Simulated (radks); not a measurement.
Valence configurations of Tc II (all share [Kr]). Method: scalar-relativistic Kohn-Sham, r2SCAN, spin-unpolarised, spherical densities, finite nucleus; meta-GGA in the generalised Kohn-Sham scheme; Fermi nuclear charge, rms radius 4.4112 fm; computed with a radial shooting solver on a logarithmic mesh with Libxc functionals. Order these by energy: 4d3 5s1 5p2; 4d5 5p1; 4d4.5 5s1.5; 4d5 5s0.5 5p0.5; 4d4 5p2; 4d5.5 5s0.5; 4d6; 4d4 5s1 5p1; 4d5 5s1; 4d4 5s2.

Answer. From the lowest, in eV above it: 4d6 0.000; 4d5.5 5s0.5 0.995; 4d5 5s1 2.292; 4d4.5 5s1.5 3.890; 4d5 5s0.5 5p0.5 4.610; 4d4 5s2 5.824; 4d5 5p1 6.897; 4d4 5s1 5p1 11.037; 4d4 5p2 16.153; 4d3 5s1 5p2 22.291. NIST lists [Kr] 4d5 5s1 as the ground configuration; this level of theory puts 4d6 lower, by 2.292 eV. The energies are those of spherical spin-averaged densities, not of single terms.
